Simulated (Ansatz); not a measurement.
Geometry optimisation, RHF/def2-SVP (Ansatz).

Input:

```yaml
crystal:
  periodic: [false, false, false]
  atoms:
    - { symbol: Sn, position_ang: [0.0, 0.0, 0.0] }
    - { symbol: H, position_ang: [0.0, 0.0, 2.09] }
    - { symbol: Cl, position_ang: [2.2726, 0.0, -0.8025] }
    - { symbol: H, position_ang: [-0.8195, 1.4198, -0.5794] }
    - { symbol: Cl, position_ang: [-1.1351, -1.9666, -0.8025] }
    - { symbol: F, position_ang: [1.1326, -1.7199, 0.6842] }
    - { symbol: H, position_ang: [0.5961, -0.9051, 1.8933] }
basis:
  gaussian: { orbitals: def2-SVP }
hamiltonian:
  xc: hf
relax:
  f_tol: 0.15
  max_steps: 25
  restrain:
    - { distance: [0, 5], at: 1.87, k: 30.0 }
    - { distance: [6, 1], at: 0.66, k: 30.0 }
    - { distance: [0, 1], at: 2.94, k: 30.0 }
    - { distance: [6, 5], at: 2.12, k: 30.0 }
output:
  orbitals: {}
```

Run as:

```bash
$ ansatz run input.yaml --threads 1 --pin off --max-ram 2048MiB --backend cpu --events-out ev --progress --plain --runs-dir out
```

Task: Where does it end, and by what steps?

Result: The run converged. The restraints hold the end off the free minimum; the threshold counts their pulls, which the force column leaves out. Restrained pairs: Sn1–F6 (2.17 → 1.89 Å), H2–H7 (1.10 → 0.71 Å), Sn1–H2 (2.09 → 2.95 Å), F6–H7 (1.55 → 2.13 Å). After 8 steps the energy has fallen by 3.968 eV (the restraints' own energy left out); H4 moved furthest, 0.99 Å.

```
step  energy less start (eV)  largest force component (eV/Å)  accepted
   0                  0.0000                           3.024       yes
   1                 -0.9812                           2.378       yes
   2                 -1.5875                           1.740       yes
   3                 -2.5905                           1.899       yes
   4                 -3.2449                           1.219       yes
   5                 -3.5821                           1.272       yes
   6                 -3.8407                           1.233       yes
   7                 -3.9580                           1.267       yes
   8                 -3.9676                           1.324       yes
```

```xyz
7
Properties=species:S:1:pos:R:3
Sn 0.302 -0.450 -0.371
H -0.090 0.133 2.495
Cl 2.118 0.116 -1.699
H -0.484 0.915 0.206
Cl -1.123 -1.800 -1.607
F 1.035 -1.619 0.917
H 0.289 -0.467 2.542
```

The run took 26 s on 1 thread of Arm Neoverse V1, on a shared host, peak memory 0.19 GiB.
